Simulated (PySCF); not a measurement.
Work out the structure from these simulated measurements.

Formula: C6H7OPSi.

| Property | Result |
| --- | --- |
| Triplet | lowest triplet excitation (Tamm–Dancoff): 3.01 eV [TDA PBE0/def2-SVPD] |
| UV, strongest line | among the 8 lowest singlet transitions: S7 at 5.57 eV (223 nm, f = 0.452) [TDDFT PBE0/def2-SVPD] |
| Rotational structure | rotational constants A, B, C: 1.391, 0.961, 0.572 GHz [GFN2-xTB] |
| 1H NMR | chemical shifts (computed TMS as zero) by class: 10.24 (1 H), 9.76 (1 H), 9.56 (1 H), 8.84 (1 H), 4.72 (3 H) ppm [GIAO PBE0/pcSseg-1] |
| 13C NMR | chemical shifts (computed TMS as zero) by class: 198.4 (1 C), 179.6 (1 C), 172.3 (1 C), 144.2 (1 C), 140.8 (1 C), 140.1 (1 C) ppm [GIAO PBE0/pcSseg-1] |
| NMR, other nuclei | isotropic shieldings of nuclei other than C and H, by class: -338 (1 O), 411 (1 Si), 87 (1 P) ppm [GIAO PBE0/pcSseg-1] |
| Dipole | 1.89 D [PBE0/def2-SVPD] |
| Polarisability | 126.0 au [PBE0/def2-SVPD] |
| UV, first state | lowest singlet excitation: 3.57 eV (348 nm, f = 0.000) [TDDFT PBE0/def2-SVPD] |

The electronic properties come from PySCF, for the isolated species, density fitting. Levels stand in brackets. The structure is a single GFN2-xTB conformer in the gas phase; no vibrational or solvent corrections. NMR values are class means; diastereotopic atoms form classes of their own.

**Question.** What is the compound? Reason from the data.

**Answer.** Numbering: `[O:1]=[CH:2][c:3]1[cH:4][p:5][cH:6][c:7]([SiH3:8])[cH:9]1`. 6 carbons fall into 6 classes; from least to most shielded: aldehyde carbon [C2] (198.4 ppm), aromatic CH carbon [C6] (179.6 ppm), aromatic CH carbon [C4] (172.3 ppm), substituted aromatic carbon [C7] (144.2 ppm), aromatic CH carbon [C9] (140.8 ppm), substituted aromatic carbon [C3] (140.1 ppm). Hydrogen classes from least to most shielded: 1 H on an aldehyde carbon, C2 (10.24 ppm), 1 H on an aromatic CH carbon, C6 (9.76 ppm), 1 H on an aromatic CH carbon, C4 (9.56 ppm), 1 H on an aromatic CH carbon, C9 (8.84 ppm), 3 H on an SiH3 silicon, Si8 (4.72 ppm). The other shieldings belong to: -338 ppm, aldehyde oxygen [O1]; 411 ppm, SiH3 silicon [Si8]; 87 ppm, phosphorus bonded to 2 C [P5]. S1 is mainly HOMO−1→LUMO (weight 0.85); the largest Löwdin shares of the orbital it empties are 0.50 on the aldehyde oxygen, 0.13 on the phosphorus bonded to 2 C, 0.13 on the aldehyde carbon and 0.09 on a substituted aromatic carbon, of the orbital it fills 0.16 on an aromatic CH carbon, 0.16 on the aldehyde carbon, 0.15 on the aldehyde oxygen and 0.12 on an aromatic CH carbon. By its constants the optimised geometry is an asymmetric top. Structure: `O=Cc1cpcc([SiH3])c1`. Computed isomers that give other values at the same levels: `C#CC#C[C@@H]1CO[Si@@H]1P` (13C chemical shifts (computed TMS as zero) by class: 80.0 (1 C), 78.4 (1 C), 78.1 (1 C), 74.3 (1 C), 74.0 (1 C), 26.6 (1 C) ppm). The assignments are read from this structure; whether some other isomer fits the data as well wasn't checked.

The values belong to the conformer `[O:1]=[CH:2][c:3]1[cH:4][p:5][cH:6][c:7]([SiH3:8])[cH:9]1`: O1–C2–C3–C4 180°.
